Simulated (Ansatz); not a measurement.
`FC[SiH2][SiH2]F` + `N[SiH3]` → `F[SiH2]N[SiH3]` + `FC[SiH3]` at 500 K and 1 bar (cleavage of the Si–Si bond).

Isolated molecules relaxed with PBE0-D4/def2-TZVP in Ansatz; ΔE leaves out vibrations. CCSD(T)/CBS adds triple-zeta CCSD(T) − MP2 to the extrapolated MP2 energy (def2 sets, frozen cores). This one scheme is used for every species. One conformer a species, not always the lowest.

| species | CCSD(T)/CBS energy (Eh) | H − E (kJ/mol) | S (J/(mol·K)) |
| --- | --- | --- | --- |
| `FC[SiH2][SiH2]F` | -819.44343 | 227.2 | 445.3 |
| `N[SiH3]` | -346.80422 | 161.3 | 303.9 |
| `F[SiH2]N[SiH3]` | -736.37696 | 207.5 | 402.5 |
| `FC[SiH3]` | -429.90570 | 175.1 | 332.8 |

H − E and S are ideal-gas, rigid-rotor, harmonic terms from PBE0-D4/def2-TZVP, for one conformer and one mirror image of each species. 1 Eh = 2625.50 kJ/mol, R = 8.31446 J/(mol·K).

Question: By hand: ΔE, ΔH, ΔS and ΔG.

Answer: ΔE = (-736.37696) + (-429.90570) − (-819.44343) − (-346.80422) = -0.03501 Eh = -91.9 kJ/mol. Δ(H − E) = 207.5 + 175.1 − 227.2 − 161.3 = -5.9, so ΔH = -97.8 kJ/mol. ΔS = 402.5 + 332.8 − 445.3 − 303.9 = -13.9 J/(mol·K). ΔG = -97.8 − 500 × (-13.9)/1000 = -90.8 kJ/mol.

Question: By hand: the equilibrium constant, and the temperature at which ΔG would vanish if ΔH and ΔS stayed fixed.

Answer: log₁₀ K = −ΔG/(RT ln 10) = 9.5. ΔG = 0 at ΔH/ΔS = 7036 K, far beyond where these terms or the molecules hold.

The number of gas molecules stays the same, so ΔS is small and ΔH decides. A doubt of 5 kJ/mol in ΔE shifts log₁₀ K by 0.5 here. Other conformers and mirror images would add mixing entropy, several J/(mol·K) or more a flexible species. Modes under 60 cm⁻¹, often nearly free rotors, make the harmonic entropy too high. These are equilibria of isolated gas molecules and say nothing of rates. Largest T1 diagnostic: 0.012 (customary marks: 0.02 for closed shells, 0.045 for open ones).
